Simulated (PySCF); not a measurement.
C₄H₆ClF, SMILES C/C(F)=C(\C)Cl.

Geometry optimised at PBE-D3(BJ)/def2-SVP.

These are PySCF with PBE-D3(BJ)/def2-SVP values and carry that method's errors.

Frequencies are harmonic and unscaled.

Question: Give all harmonic wavenumbers and intensities. (The exact figures need the calculation; the answer reports its results.)

Answer: 
| mode | ν (cm⁻¹) | IR (km/mol) | Raman (Å⁴/amu) | depolarisation | moving atoms (share of kinetic energy) |
|---|---|---|---|---|---|
| 1 | 139 | 0.3 | 0.2 | 0.75 | C 36 %, H 28 %, F 23 %, Cl 13 % |
| 2 | 151 | 1.1 | 0.2 | 0.75 | H 94 % |
| 3 | 180 | 0.0 | 0.0 | – | H 92 % |
| 4 | 217 | 0.7 | 0.7 | 0.74 | F 36 %, Cl 35 %, C 22 % |
| 5 | 312 | 2.1 | 0.3 | 0.75 | C 65 %, H 24 %, F 8 % |
| 6 | 325 | 0.3 | 2.8 | 0.55 | C 53 %, H 31 %, Cl 12 % |
| 7 | 375 | 1.5 | 0.8 | 0.12 | C 27 %, H 25 %, Cl 25 %, F 23 % |
| 8 | 501 | 9.8 | 4.1 | 0.67 | C 53 %, F 26 %, H 11 %, Cl 10 % |
| 9 | 530 | 0.4 | 4.2 | 0.75 | C 77 %, H 17 % |
| 10 | 620 | 18.3 | 9.1 | 0.16 | C 52 %, Cl 17 %, H 16 %, F 15 % |
| 11 | 846 | 12.4 | 2.1 | 0.21 | C 48 %, H 33 %, F 14 % |
| 12 | 955 | 4.2 | 5.6 | 0.72 | H 66 %, C 25 %, F 9 % |
| 13 | 1001 | 3.4 | 0.7 | 0.75 | H 67 %, C 32 % |
| 14 | 1010 | 0.1 | 0.6 | 0.75 | H 65 %, C 35 % |
| 15 | 1064 | 66.8 | 0.5 | 0.36 | C 55 %, H 44 % |
| 16 | 1144 | 46.2 | 0.7 | 0.41 | C 74 %, H 20 % |
| 17 | 1247 | 62.1 | 0.7 | 0.38 | C 64 %, H 24 %, F 12 % |
| 18 | 1346 | 0.4 | 17.6 | 0.66 | H 65 %, C 35 % |
| 19 | 1354 | 22.8 | 31.7 | 0.32 | H 66 %, C 34 % |
| 20 | 1386 | 0.3 | 1.1 | 0.75 | H 97 % |
| 21 | 1390 | 16.5 | 25.3 | 0.75 | H 97 % |
| 22 | 1401 | 4.7 | 23.1 | 0.58 | H 96 % |
| 23 | 1408 | 9.3 | 46.4 | 0.65 | H 95 % |
| 24 | 1719 | 27.0 | 47.2 | 0.19 | C 96 % |
| 25 | 2968 | 26.7 | 24.0 | 0.60 | H 97 % |
| 26 | 2970 | 11.4 | 473.2 | 0.05 | H 97 % |
| 27 | 3038 | 5.8 | 143.2 | 0.75 | H 91 %, C 9 % |
| 28 | 3041 | 6.6 | 113.1 | 0.75 | H 91 %, C 9 % |
| 29 | 3086 | 11.1 | 56.9 | 0.73 | H 91 %, C 9 % |
| 30 | 3109 | 6.7 | 56.3 | 0.75 | H 91 %, C 9 % |
